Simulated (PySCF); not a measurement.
TiO₂, SMILES [O]=[Ti]=[O], multiplicity 1.

The structure is a stationary point at TPSSh-D3(BJ)/def2-TZVP. The multiplicity is an assumed one; other spin states were not compared. The isomer is the one that the SMILES or the coordinates give; other isomers of the formula were not compared.

Two levels are set side by side: TDA-PBE/def2-TZVPD (PySCF) and TDA-PBE0/def2-TZVPD (PySCF). Vertical, same geometry. The lowest singlet is HOMO→LUMO 99 % with PBE and HOMO→LUMO 91 % with the other functional; states are paired by order. Differences are taken from unrounded values.

```json
[
 {"quantity": "lowest singlet excitation (eV)", "TDA-PBE": "2.31"},
 {"quantity": "lowest triplet excitation (TDA) (eV)", "TDA-PBE": "2.19"}
]
```

**Question.** These are the TDA-PBE values. What does TDA-PBE0 give? (The exact figures need the calculation; the answer reports its results.)

**Answer.** 
```csv
quantity,TDA-PBE0,TDA-PBE minus TDA-PBE0
lowest singlet excitation (eV),2.95,-0.64
lowest triplet excitation (TDA) (eV),2.83,-0.64
```

Functionals without exact exchange tend to place singlet excitations lower, as here. Differences between two approximate levels are no errors against the true value.

Rough cost on one machine, each run with all the roots and properties that it gave: TDA-PBE0 against TDA-PBE about 3 times.
